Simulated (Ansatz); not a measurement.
Cd₂O₂H₄⁺, that is (HCd-mu-OH)2 with one electron fewer. The state is a doublet with charge 1. Geometry B3LYP-D4/def2-SVP, that of the neutral singlet; atoms count from 1.

```xyz
8

Cd    0.249   -1.322    1.068
H     0.491   -2.609    2.105
O    -1.088   -0.571   -0.453
Cd   -0.249    1.323   -1.067
H    -0.490    2.609   -2.106
O     1.088    0.571    0.454
H    -1.888   -0.991   -0.787
H     1.888    0.991    0.787
```

In the def2 sets Cd takes a core potential; there is no spin–orbit coupling.

Question: Estimate the Mulliken populations from the PBE0/def2-TZVP orbitals of Ansatz.

Answer: 
```
atom  charge (e)  spin (α − β)  d electrons
 Cd1        0.88          0.03         9.96
  H2        0.06          0.35            –
  O3       -0.82          0.13            –
 Cd4        0.88          0.03         9.96
  H5        0.06          0.35            –
  O6       -0.82          0.13            –
  H7        0.38          0.00            –
  H8        0.38          0.00            –
```
Mulliken values depend strongly on the basis.

Question: Where does the spin sit?

Answer: Summed by element: Cd 0.05, H 0.69, O 0.26, of 1 unpaired in all. Largest on single atoms: H5 0.35, H2 0.35, O3 0.13.

Question: And the Mayer bond orders between heavy atoms (over 0.3)?

Answer: Cd1–O3 0.39 (2.16 Å); Cd1–O6 0.39 (2.16 Å); O3–Cd4 0.39 (2.16 Å); Cd4–O6 0.39 (2.16 Å).
